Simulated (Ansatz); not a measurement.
Conformers of H2InS2 (`[SH][In][SH]`) radical, each relaxed with PBE0-D4/def2-TZVP in Ansatz. CBS adds the triple-zeta coupled-cluster correction to the MP2 limit.

Elements past krypton have def2 core potentials. Outer-core shells of In are correlated without core-valence functions. Spin–orbit coupling is left out.

Not all of them had a frequency check.

Conformer A:

```xyz
5

S     0.997    0.891   -1.178
In   -0.362   -0.955   -0.370
S    -1.222   -0.728    1.890
H     1.213    0.322   -2.375
H    -0.626    0.470    2.033
```

Conformer B:

```xyz
5

S    -1.763   -1.049   -0.444
In   -0.481   -0.087    1.387
S     1.619    1.023    0.860
H    -0.849   -0.657   -1.350
H     1.475    0.770   -0.453
```

Question: Which is lowest in electronic energy at CCSD(T)/CBS (frozen core, def2 sets), and by how much? (Best estimate.)

Answer: The calculation gave: A; B lies 3.9 kJ/mol higher.

Question: Give the energies relative to A (kJ/mol) with PBE-D4/def2-TZVPP, ωB97X-V/def2-TZVPP, PBE/def2-TZVPP, B3LYP/def2-TZVPP, MP2/def2-TZVPP, SCS-MP2/def2-TZVPP, HF/def2-QZVPP. (Estimate.)

Answer: The calculation gave: 
```csv
level,B
PBE-D4/def2-TZVPP,4.7
ωB97X-V/def2-TZVPP,4.2
PBE/def2-TZVPP,4.9
B3LYP/def2-TZVPP,5.0
MP2/def2-TZVPP,3.8
SCS-MP2/def2-TZVPP,3.8
HF/def2-QZVPP,3.7
```

B3LYP here is the variant with VWN-RPA as its local correlation; programs differ in this.
